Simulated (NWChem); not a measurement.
System meant: C3H3N2, doublet; SMILES [c]1ccn[nH]1

The following NWChem deck was run.

```
start job
memory heap 200 mb stack 900 mb global 1100 mb
geometry units angstroms noautoz
  C     -1.185582     0.021307     0.000000
  C     -0.414966     1.162296     0.000000
  C      0.900465     0.634730     0.000000
  N      0.927824    -0.700506     0.000000
  N     -0.388608    -1.059970     0.000000
  H     -0.738380     2.191232     0.000000
  H      1.836945     1.178377     0.000000
  H     -0.638603    -2.036464     0.000000
end
basis spherical
  * library def2-svp
end
dft
  odft
  mult 2
  xc xpbe96 cpbe96
  iterations 4
  mulliken
end
task dft energy
```

End of the output:

```
     --------------------------
     Expectation value of S2:
     --------------------------
      <S2> =      0.7541 (Exact =     0.7500)

 center of mass
 --------------
 x =  -0.01652431 y =  -0.03613273 z =   0.00000000

 moments of inertia (a.u.)
 ------------------
         193.244665431712          -0.000000000000           0.000000000000
          -0.000000000000         168.263856018065           0.000000000000
           0.000000000000           0.000000000000         361.508521449777

     Multipole analysis of the density
     ---------------------------------

     L   x y z        total         alpha         beta         nuclear
     -   - - -        -----         -----         ----         -------
     0   0 0 0     -0.000000    -18.000000    -17.000000     35.000000

     1   1 0 0     -0.444869      1.011625     -1.456495      0.000000
     1   0 1 0      0.188022      0.033451      0.154572     -0.000000
     1   0 0 1     -0.000000     -0.000000     -0.000000      0.000000

     2   2 0 0    -21.428418    -61.924634    -52.082406     92.578622
     2   1 1 0      3.386179     -0.014024     -0.909650      4.309853
     2   1 0 1     -0.000000     -0.000000     -0.000000      0.000000
     2   0 2 0    -17.678884    -66.391863    -65.489791    114.202771
     2   0 1 1     -0.000000      0.000000     -0.000000      0.000000
     2   0 0 2    -22.750857    -11.725962    -11.024895      0.000000

 ------------------------------------------------------------------------
 dft energy failed                                                                                  0
 ------------------------------------------------------------------------
 ------------------------------------------------------------------------
  current input line :
    23: task dft energy
 ------------------------------------------------------------------------
 ------------------------------------------------------------------------
 This type of error is most commonly associated with calculations not reaching convergence criteria
 ------------------------------------------------------------------------
 For more information see the NWChem manual at https://nwchemgit.github.io

0:dft energy failed:Received an Error in Communication
```

Problem. What is wrong, and how is it mended?

Solution. The run did not converge; its last values are not results. Cause: the SCF was allowed too few iterations. This input runs:
```
start job
memory heap 200 mb stack 900 mb global 1100 mb
geometry units angstroms noautoz
  C     -1.185582     0.021307     0.000000
  C     -0.414966     1.162296     0.000000
  C      0.900465     0.634730     0.000000
  N      0.927824    -0.700506     0.000000
  N     -0.388608    -1.059970     0.000000
  H     -0.738380     2.191232     0.000000
  H      1.836945     1.178377     0.000000
  H     -0.638603    -2.036464     0.000000
end
basis spherical
  C library def2-svp
  N library def2-svp
  H library def2-svp
end
dft
  odft
  mult 2
  xc xpbe96 cpbe96
  iterations 150
  mulliken
end
task dft energy
```
It converges to -225.07757 Ha (PBE/def2-SVP, spin-unrestricted).
